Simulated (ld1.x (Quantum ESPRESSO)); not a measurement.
# Building the TM potential for Cr (Z = 24) (PBE, scalar-relativistic).

The input file (ld1.x (Quantum ESPRESSO) 7.5):

```
&input
   title='Cr', zed=24., rel=1, dft='PBE', iswitch=3,
   config='[Ar] 3d5 4s1 4p0',
   nld=3, rlderiv=3.30, eminld=-5.0, emaxld=5.0, deld=0.02
 /
 &inputp
   pseudotype=2, tm=.true., lloc=1,
   nlcc=.true., new_core_ps=.true.,
   file_pseudopw='Cr.UPF', file_wfcaegen='ae.wfc', file_wfcncgen='nc.wfc', file_beta='beta', file_chi='chi'
 /
3
4S  1  0   1.00   0.00  3.05  3.05  0.0
3D  3  2   5.00   0.00  1.50  1.50  0.0
3P  2  1   6.00   0.00  1.30  1.30  0.0
 &test
   configts(1)='3p6 3d5 4s1 4p0'
 /
```

Command:

```bash
ld1.x < Cr.in > Cr.out
```

The program printed (shortened: banner, matrices, multipoles, cross overlaps and the repeated all-electron block are left out):

```
Program LD1 v.7.5
     --------------------------- All-electron run ----------------------------

     Cr
     scalar relativistic calculation

     atomic number is 24.00
     dft =PBE   lsd =0 sic =0 latt =0  beta=0.20 tr2=1.0E-14
     Exchange-correlation= PBE
                           (   1   4   3   4   0   0   0)
     mesh =1183 r(mesh) =  99.18097 a.u. xmin = -7.00 dx = 0.01250
     1 Ry =  13.60569312 eV, c = 137.03599908

     n l     nl                  e(Ry)          e(Ha)          e(eV)
     1 0     1S 1( 2.00)      -432.2430      -216.1215     -5880.9659
     2 0     2S 1( 2.00)       -49.0343       -24.5172      -667.1462
     2 1     2P 1( 6.00)       -41.2106       -20.6053      -560.6988
     3 0     3S 1( 2.00)        -5.4382        -2.7191       -73.9910
     3 1     3P 1( 6.00)        -3.3400        -1.6700       -45.4429
     3 2     3D 1( 5.00)        -0.2141        -0.1070        -2.9129
     4 0     4S 1( 1.00)        -0.2945        -0.1473        -4.0069
     4 1     4P 1( 0.00)        -0.0727        -0.0363        -0.9885

     final scf error:  2.9E-15 reached in  30 iterations

     Etot =   -2101.058399 Ry,   -1050.529200 Ha,  -28586.355814 eV

     Ekin =    2122.324354 Ry,    1061.162177 Ha,   28875.693865 eV
     Encl =   -5013.937674 Ry,   -2506.968837 Ha,  -68218.097330 eV
     Eh   =     887.776586 Ry,     443.888293 Ha,   12078.815786 eV
     Exc  =     -97.221665 Ry,     -48.610832 Ha,   -1322.768135 eV

     normalization and overlap integrals

     s(1S/1S) =  1.000000  <r> =   0.0636  <r2> =    0.0054  r(max) =   0.0417
     s(2S/2S) =  1.000000  <r> =   0.2931  <r2> =    0.1015  r(max) =   0.2428
     s(2P/2P) =  1.000000  <r> =   0.2598  <r2> =    0.0831  r(max) =   0.1988
     s(3S/3S) =  1.000000  <r> =   0.9019  <r2> =    0.9400  r(max) =   0.7764
     s(3P/3P) =  1.000000  <r> =   0.9660  <r2> =    1.1034  r(max) =   0.7961
     s(3D/3D) =  1.000000  <r> =   1.5165  <r2> =    3.3298  r(max) =   0.8369
     s(4S/4S) =  1.000000  <r> =   3.4357  <r2> =   13.7956  r(max) =   2.7441
     s(4P/4P) =  1.000000  <r> =   5.2574  <r2> =   33.3166  r(max) =   3.9430

     ------------------------ End of All-electron run ------------------------

     --------------------- Generating NC pseudopotential ---------------------

      Generating local pot.: lloc=1, matching radius rcloc =   1.3000

      Computing core charge for nlcc:

       r > 0.46 : true rho core
      Core charge pseudized with two Bessel functions
      Integrated core pseudo-charge :   8.16

      Wfc   4S  rcut= 3.071  Using Troullier-Martins method

      Wfc   3D  rcut= 1.487  Using Troullier-Martins method

     ------------------- End of pseudopotential generation -------------------

     Computing logarithmic derivative in   3.28943
     Computing logarithmic derivative in   3.28943
     Computing the partial wave expansion
     R is outside the sphere for l=    0 j= 0.00
       no projector for channel:   1
     R is outside the sphere for l=    2 j= 0.00

     ---------------------- Testing the pseudopotential ----------------------

     Cr
     scalar relativistic calculation

     atomic number is 24.00   valence charge is 12.00
     dft =PBE   lsd =0 sic =0 latt =0  beta=0.20 tr2=1.0E-14
     mesh =1183 r(mesh) =  99.18097 xmin = -7.00 dx = 0.01250

     n l     nl             e AE (Ry)        e PS (Ry)    De AE-PS (Ry)
     2 1     3P   1( 6.00)       -3.33999       -3.34001        0.00002
     3 2     3D   1( 5.00)       -0.21409       -0.21409        0.00000
     1 0     4S   1( 1.00)       -0.29450       -0.29450        0.00000
     3 1     4P   1( 0.00)       -0.07265       -0.07333        0.00068

     eps = 5.8E-16  iter = 16

     Etot =   -2101.058399 Ry,   -1050.529200 Ha,  -28586.355814 eV
     Etotps =  -149.065664 Ry,     -74.532832 Ha,   -2028.141677 eV

     Ekin =      76.364945 Ry,      38.182473 Ha,    1038.998010 eV
     Encl =    -270.864537 Ry,    -135.432269 Ha,   -3685.299774 eV
     Ehrt =     102.004396 Ry,      51.002198 Ha,    1387.840504 eV
     Ecxc =     -47.704783 Ry,     -23.852391 Ha,    -649.056635 eV
     (Ecc =     -29.074570 Ry,     -14.537285 Ha,    -395.579679 eV)
     Epseu=      -8.865684 Ry,      -4.432842 Ha,    -120.623782 eV

     ---------------------- End of pseudopotential test ----------------------
```

Note: ghost state, extra bound levels that the all-electron valence spectrum of the same l lacks: s at -63.8 eV. A true bound ghost makes a file unfit for plane-wave use.

Generation and configuration tests took about 1.1 s on one core of a shared server CPU.

Transferability test of the new file with ld1.x, input:

```
&input
   title='Cr', zed=24., rel=1, dft='PBE', iswitch=2,
   config='[Ar] 3d5 4s1 4p0'
 /
 &test
   file_pseudo='Cr.UPF', nconf=8,
   configts(1)='3p6 3d5 4s1 4p0',
   configts(2)='3p6 3d5 4s0 4p0',
   configts(3)='3p6 3d4 4s0 4p0',
   configts(4)='3p6 3d3 4s0 4p0',
   configts(5)='3p6 3d5 4s0 4p1',
   configts(6)='3p6 3d4 4s1 4p0',
   configts(7)='3p6 3d2 4s0 4p0',
   configts(8)='3p6 3d4 4s2 4p0'
 /
```

```bash
ld1.x < Cr.test.in > Cr.test.out
```

Pseudopotential blocks of its output, shortened (energy terms left out; the distinct warnings before each block abridged to one line each):

```
     ---------------------- Testing the pseudopotential ----------------------

     n l     nl             e AE (Ry)        e PS (Ry)    De AE-PS (Ry)
     2 1     3P   1( 6.00)       -3.33999       -3.34001        0.00002
     3 2     3D   1( 5.00)       -0.21409       -0.21409        0.00000
     1 0     4S   1( 1.00)       -0.29450       -0.29450        0.00000
     3 1     4P   1( 0.00)       -0.07265       -0.07333        0.00068

     eps = 4.9E-16  iter = 16

     Etot =   -2101.058399 Ry,   -1050.529200 Ha,  -28586.355814 eV
     Etotps =  -149.065664 Ry,     -74.532832 Ha,   -2028.141677 eV

     ---------------------- End of pseudopotential test ----------------------

          ---------------------- Testing the pseudopotential ----------------------

     n l     nl             e AE (Ry)        e PS (Ry)    De AE-PS (Ry)
     2 1     3P   1( 6.00)       -3.85684       -3.85411       -0.00273
     3 2     3D   1( 5.00)       -0.72577       -0.72562       -0.00015
     1 0     4S   1( 0.00)       -0.73147       -0.73346        0.00199
     3 1     4P   1( 0.00)       -0.44104       -0.44291        0.00187

     eps = 2.1E-15  iter = 14

     Etot =   -2100.551196 Ry,   -1050.275598 Ha,  -28579.454958 eV
     Etotps =  -148.557664 Ry,     -74.278832 Ha,   -2021.229984 eV
     dEtot_ae =       0.507204 Ry
     dEtot_ps =       0.508000 Ry,   Delta E=      -0.000796 Ry

     ---------------------- End of pseudopotential test ----------------------

          ---------------------- Testing the pseudopotential ----------------------

     n l     nl             e AE (Ry)        e PS (Ry)    De AE-PS (Ry)
     2 1     3P   1( 6.00)       -4.88474       -4.88617        0.00143
     3 2     3D   1( 4.00)       -1.67988       -1.68106        0.00118
     1 0     4S   1( 0.00)       -1.37009       -1.37417        0.00407
     3 1     4P   1( 0.00)       -0.98872       -0.99310        0.00438

     eps = 5.5E-15  iter = 20

     Etot =   -2099.371357 Ry,   -1049.685678 Ha,  -28563.402430 eV
     Etotps =  -147.377521 Ry,     -73.688761 Ha,   -2005.173325 eV
     dEtot_ae =       1.687043 Ry
     dEtot_ps =       1.688143 Ry,   Delta E=      -0.001100 Ry

     ---------------------- End of pseudopotential test ----------------------

          Warning: n=1, l=0 expected 0 nodes, found 1
     ---------------------- Testing the pseudopotential ----------------------

     n l     nl             e AE (Ry)        e PS (Ry)    De AE-PS (Ry)
     2 1     3P   1( 6.00)       -6.15492       -6.16529        0.01036  !
     3 2     3D   1( 3.00)       -2.87533       -2.87852        0.00319
     1 0     4S   1( 0.00)       -2.13084       -2.13084        0.00000
     3 1     4P   1( 0.00)       -1.66504       -1.67503        0.00998  !

     eps = 5.9E-16  iter = 14

     Etot =   -2097.111372 Ry,   -1048.555686 Ha,  -28532.653769 eV
     Etotps =  -145.115206 Ry,     -72.557603 Ha,   -1974.392966 eV
     dEtot_ae =       3.947027 Ry
     dEtot_ps =       3.950457 Ry,   Delta E=      -0.003430 Ry

     ---------------------- End of pseudopotential test ----------------------

          ---------------------- Testing the pseudopotential ----------------------

     n l     nl             e AE (Ry)        e PS (Ry)    De AE-PS (Ry)
     2 1     3P   1( 6.00)       -3.44382       -3.44032       -0.00350
     3 2     3D   1( 5.00)       -0.31390       -0.31261       -0.00129
     1 0     4S   1( 0.00)       -0.36372       -0.36422        0.00050
     3 1     4P   1( 1.00)       -0.12692       -0.12729        0.00037

     eps = 6.4E-15  iter = 15

     Etot =   -2100.829013 Ry,   -1050.414507 Ha,  -28583.234856 eV
     Etotps =  -148.836559 Ry,     -74.418279 Ha,   -2025.024546 eV
     dEtot_ae =       0.229386 Ry
     dEtot_ps =       0.229105 Ry,   Delta E=       0.000281 Ry

     ---------------------- End of pseudopotential test ----------------------

          ---------------------- Testing the pseudopotential ----------------------

     n l     nl             e AE (Ry)        e PS (Ry)    De AE-PS (Ry)
     2 1     3P   1( 6.00)       -4.20377       -4.20708        0.00331
     3 2     3D   1( 4.00)       -1.01463       -1.01504        0.00041
     1 0     4S   1( 1.00)       -0.83821       -0.83713       -0.00107
     3 1     4P   1( 0.00)       -0.51648       -0.51824        0.00176

     eps = 7.0E-15  iter = 13

     Etot =   -2100.471365 Ry,   -1050.235683 Ha,  -28578.368807 eV
     Etotps =  -148.478500 Ry,     -74.239250 Ha,   -2020.152900 eV
     dEtot_ae =       0.587034 Ry
     dEtot_ps =       0.587164 Ry,   Delta E=      -0.000130 Ry

     ---------------------- End of pseudopotential test ----------------------

          ---------------------- Testing the pseudopotential ----------------------

     n l     nl             e AE (Ry)        e PS (Ry)    De AE-PS (Ry)
     2 1     3P   1( 6.00)       -7.60492       -7.62470        0.01979  !
     3 2     3D   1( 2.00)       -4.26285       -4.26277       -0.00008
     1 0     4S   1( 0.00)       -2.99021       -2.99021        0.00000
     3 1     4P   1( 0.00)       -2.44832       -2.46806        0.01974  !

     eps = 4.0E-15  iter = 22

     Etot =   -2093.556959 Ry,   -1046.778479 Ha,  -28484.293517 eV
     Etotps =  -141.558390 Ry,     -70.779195 Ha,   -1926.000010 eV
     dEtot_ae =       7.501440 Ry
     dEtot_ps =       7.507274 Ry,   Delta E=      -0.005834 Ry

     ---------------------- End of pseudopotential test ----------------------

          ---------------------- Testing the pseudopotential ----------------------

     n l     nl             e AE (Ry)        e PS (Ry)    De AE-PS (Ry)
     2 1     3P   1( 6.00)       -3.62119       -3.62861        0.00742  !
     3 2     3D   1( 4.00)       -0.44061       -0.44310        0.00249
     1 0     4S   1( 2.00)       -0.36103       -0.35952       -0.00151
     3 1     4P   1( 0.00)       -0.10368       -0.10509        0.00141

     eps = 9.0E-16  iter = 14

     Etot =   -2101.065740 Ry,   -1050.532870 Ha,  -28586.455691 eV
     Etotps =  -149.071424 Ry,     -74.535712 Ha,   -2028.220053 eV
     dEtot_ae =      -0.007341 Ry
     dEtot_ps =      -0.005761 Ry,   Delta E=      -0.001580 Ry

     ---------------------- End of pseudopotential test ----------------------
```
